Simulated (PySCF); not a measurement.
## Radial density of Pb(2+) (lead, charge +2)

UHF, [Xe] 4f14 5d9 6s2 7s1, high-spin 3D determinant (an excited configuration). Computed with PySCF 2.14 in aug-cc-pVQZ-PP with one added diffuse shell each of s, p, d, f, g type with ECP60MDF (8s8p6d4f3g, 117 functions), with a scalar-relativistic core potential. This is the valence pseudo-density: the core potential removes the inner electrons and smooths the orbitals near the nucleus.

```
r (bohr)  4πr²ρ (e/bohr)  4πr²(ρα − ρβ)
  0.0132       1.415e-05         0.0000
  0.0223       2.819e-05         0.0000
  0.0375       4.714e-05         0.0000
  0.0630       8.337e-05         0.0000
   0.106       0.0003270         0.0000
   0.178        0.003532         0.0002
   0.300         0.09564         0.0042
   0.504           3.573         0.1171
   0.848           19.89         0.8745
    1.43           9.832         0.7988
    2.40           1.572         0.0452
    4.04          0.3358         0.2767
    6.79         0.09705         0.0970
    11.4       0.0005760         0.0006
```

Energies and moments cover only the electrons outside the core potential. Spin-orbit coupling, absent here, splits the open shell strongly. The outer electron is Rydberg-like, and this basis confines it to a smaller radius and binds it less than a complete one would.
